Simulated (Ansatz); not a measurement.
`CB(C)BN`, relaxed with RKS PBE0-D4/def2-TZVP in the Gaussian-basis code of Ansatz from a PBE-D4/def2-SVP geometry. The force threshold is 0.005 eV/Å; the program also tests the step.

The species carries charge 0 and has multiplicity 1.

Start:

```xyz
14

C    -0.579    1.176    1.179
B     0.101    0.372    0.000
C     1.541    0.815   -0.482
B    -0.732   -0.889   -0.776
N    -0.787   -2.229   -0.361
H    -0.170    2.193    1.358
H    -1.687    1.217    1.152
H    -0.329    0.578    2.091
H     1.334    1.547   -1.301
H     2.166    0.022   -0.942
H     2.133    1.371    0.276
H    -1.365   -0.633   -1.799
H    -1.309   -2.949   -0.862
H    -0.316   -2.593    0.468
```

| step | energy (eV) | largest force (eV/Å) | largest move (Å) |
| --- | --- | --- | --- |
| 1 | -5059.8895 | 0.628 | 0.000 |
| 2 | -5059.9350 | 0.162 | 0.026 |
| 3 | -5059.9387 | 0.075 | 0.015 |
| 4 (rejected) | -5059.9384 | 0.052 | 0.034 |
| 5 | -5059.9390 | 0.028 | 0.015 |
| 6 | -5059.9391 | 0.033 | 0.014 |
| 7 | -5059.9392 | 0.005 | 0.008 |
| 8 | -5059.9392 | 0.004 | 0.006 |
| 9 | -5059.9392 | 0.004 | 0.007 |

End:

```xyz
14

C    -0.579    1.173    1.173
B     0.088    0.369    0.000
C     1.524    0.797   -0.471
B    -0.746   -0.876   -0.773
N    -0.765   -2.212   -0.377
H    -0.190    2.188    1.303
H    -1.671    1.198    1.163
H    -0.301    0.621    2.085
H     1.353    1.514   -1.290
H     2.136   -0.001   -0.898
H     2.101    1.338    0.286
H    -1.399   -0.618   -1.757
H    -1.281   -2.923   -0.868
H    -0.268   -2.568    0.422
```

It took 23 s on 4 threads of an Arm Neoverse V2 on a shared host, with 0.5 GiB of host memory at the peak.
